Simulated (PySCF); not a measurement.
C4H4N, SMILES C1=C[N]C=C1, multiplicity 2.

Geometry: r2SCAN-D4/def2-SVP. The isomer is the one that the SMILES or the coordinates give; other isomers of the formula were not compared.

These are PBE/def2-TZVP run with PySCF values and carry that method's errors.

```
Property                                                                                                        Result
---------------------------------------------------------------------------------------------  -----------------------
total energy                                                                                        -209.32329 hartree
point group                                                                                                        C2v
α spin, highest occupied and lowest empty level                                                     -6.03 and -0.30 eV
β spin, highest occupied and lowest empty level                                                     -6.24 and -4.84 eV
dipole moment                                                                                                   1.97 D
quadrupole, principal values (traceless, Buckingham form, about the centre of nuclear charge)   -4.38, -3.70, 8.08 D·Å
mean static polarisability                                                                        48.8 bohr³ (7.23 Å³)
polarisability, principal values                                                                30.5, 54.6, 61.3 bohr³
⟨S²⟩                                                                                           0.759 (pure state 0.75)
```
